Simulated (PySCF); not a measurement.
A side-by-side comparison of computed properties.

First species: C₄H₉Br.
Geometry (PBE0-D3(BJ)/def2-SVP, Å), atoms numbered from 1 in this order:
```
atom  x, y, z in Å
C1     0.6721   -1.2863   -0.0213
C2    -0.1097   -0.0270   -0.3703
C3    -1.4519    0.0167    0.3583
C4     0.6587    1.2439   -0.0471
Br5    2.2987    1.4457   -1.0797
H6     0.1017   -2.1880   -0.2898
H7     0.8803   -1.3297    1.0610
H8     1.6347   -1.3188   -0.5520
H9    -0.3064   -0.0262   -1.4570
H10   -2.0523   -0.8742    0.1199
H11   -2.0407    0.9040    0.0783
H12   -1.3089    0.0375    1.4513
H13    0.0656    2.1405   -0.2700
H14    0.9625    1.2744    1.0093
```

Second species: C3HF2N.
SMILES with atom numbers: `[N:1]#[C:2]/[C:3]([F:4])=[CH:5]\[F:6]` (hydrogens: H7 on C5)

Levels: CAM-B3LYP/def2-SVPD for dipole moment, HOMO energy, LUMO energy, HOMO–LUMO gap, static isotropic polarisability and electronic spatial extent ⟨r²⟩ about the centre of nuclear charge; TDDFT CAM-B3LYP/def2-SVPD for lowest singlet excitation; TDA CAM-B3LYP/def2-SVPD for lowest triplet excitation (Tamm–Dancoff); ΔSCF CAM-B3LYP/def2-SVPD for vertical ionisation energy; PBE0-D3(BJ)/def2-SVP for rotational constant A and rotational constant C. Geometries: PBE0-D3(BJ)/def2-SVP. Each species is one conformer at its optimised geometry, gas phase, non-relativistic unless stated. Electronic properties by PySCF.

The conformers computed, where there is a choice (atom-mapped SMILES and torsion angles):
- `[CH3:1][CH:2]([CH3:3])[CH2:4][Br:5]`: C1–C2–C4–Br5 63°

Values for the first species:

```
Dipole moment                                                     : 2.17 D
HOMO energy                                                       : -9.16 eV
LUMO energy                                                       : 0.79 eV
HOMO–LUMO gap                                                     : 9.95 eV
Lowest singlet excitation                                         : 6.20 eV
Lowest triplet excitation (Tamm–Dancoff)                          : 5.58 eV
Static isotropic polarisability                                   : 72.7 au
Vertical ionisation energy                                        : 10.28 eV
Electronic spatial extent ⟨r²⟩ about the centre of nuclear charge : 934 bohr²
Rotational constant A                                             : 7.510 GHz
Rotational constant C                                             : 1.251 GHz
```

Task: Estimate the same properties for the second species, and the change in each.

Result: 
```json
{"property": "dipole moment", "first": "2.17 D", "second": "3.59 D", "second less first": "+1.42 D"}
{"property": "HOMO energy", "first": "-9.16 eV", "second": "-9.73 eV", "second less first": "-0.57 eV"}
{"property": "LUMO energy", "first": "0.79 eV", "second": "-0.86 eV", "second less first": "-1.65 eV"}
{"property": "HOMO–LUMO gap", "first": "9.95 eV", "second": "8.87 eV", "second less first": "-1.08 eV"}
{"property": "lowest singlet excitation", "first": "6.20 eV", "second": "5.93 eV", "second less first": "-0.27 eV"}
{"property": "lowest triplet excitation (Tamm–Dancoff)", "first": "5.58 eV", "second": "3.50 eV", "second less first": "-2.08 eV"}
{"property": "static isotropic polarisability", "first": "72.7 au", "second": "42.9 au", "second less first": "-29.8 au"}
{"property": "vertical ionisation energy", "first": "10.28 eV", "second": "10.84 eV", "second less first": "+0.56 eV"}
{"property": "electronic spatial extent ⟨r²⟩ about the centre of nuclear charge", "first": "934 bohr²", "second": "532 bohr²", "second less first": "-402 bohr²"}
{"property": "rotational constant A", "first": "7.510 GHz", "second": "4.628 GHz", "second less first": "-2.882 GHz"}
{"property": "rotational constant C", "first": "1.251 GHz", "second": "1.967 GHz", "second less first": "+0.716 GHz"}
```

On the first: The polarisability is 10.77 Å³ as a volume (1 au = 0.148185 Å³), or 1.07 au for each of the 68 electrons. The ΔSCF ionisation energy exceeds −ε(HOMO) by 1.12 eV with CAM-B3LYP. Relativistic effects, spin–orbit coupling among them, are left out although an element past zinc is present.

On the second: A dipole of 3.59 D is allowed in Cs, and pure rotational transitions are dipole-allowed. The dipole equals about 12.0 × 10⁻³⁰ C·m (1 D = 3.33564 × 10⁻³⁰ C·m).
